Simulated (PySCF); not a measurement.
## Dipole moment and polarisability of (H2Al-mu-F)2

Species: (H2Al-mu-F)2.
Structure used (PBE0-D3(BJ)/def2-SVP), in Å, numbered top down from 1:
```
atom  x, y, z in Å
Al1   -0.7542    1.2007   -0.0450
H2    -2.2679    1.0771    0.3759
H3     0.0309    2.4853   -0.5113
F4    -0.2930   -0.2256   -1.1227
Al5    0.7546   -1.2013    0.0450
H6     2.2680   -1.0760   -0.3767
H7    -0.0313   -2.4852    0.5117
F8     0.2929    0.2250    1.1231
```

Level: PBE0/def2-SVPD (PySCF), static field, nuclei fixed, core orbitals frozen in the response. The polarisability tensor in these axes (au):

```
x   55.46 -1.01 -2.23
y   -1.01 56.22 -1.78
z   -2.23 -1.78 47.11
```

Give the principal values, the mean and the anisotropy Δα = √{½[(α1 − α2)² + (α2 − α3)² + (α1 − α3)²]}.

Principal values 46.16, 55.70 and 56.93 au; mean 52.93 au = 7.84 Å³ = 8.73 × 10⁻⁴⁰ C²·m²/J; Δα = 10.21 au (19 % of the mean).

What is the dipole moment?

0.01 D; point group D2h allows none, and the residue is numerical.

What molar refraction does this α imply?

Lorentz–Lorenz: R = (4π/3)N_A α = 2.5225 cm³/(mol·Å³) × 7.84 Å³ = 19.8 cm³/mol, in the limit of long wavelengths.

Find the Langevin capture rate constant for H3O+ (19.018 u) meeting this molecule (95.991 u), k = 2.342 × 10⁻⁹ cm³/s × √(α in Å³ / reduced mass in u).

The reduced mass is 15.87 u, so k = 1.65 × 10⁻⁹ cm³/s.

What would n − 1 = 2πNα be for an ideal gas of these molecules at 350 K and 1 atm, electronic part alone?

N = p/kT = 2.0968 × 10¹⁹ cm⁻³, so n − 1 = 2π × N × 7.84 × 10⁻²⁴ cm³ = 1033 × 10⁻⁶ at long wavelengths.

Geometry: PBE0-D3(BJ)/def2-SVP, one conformer, isolated molecule.

The run behind these numbers computed excited states and ΔSCF ions as well. On an Arm Neoverse V1 with one thread, no GPU, on a shared host, this took 21 s wall.
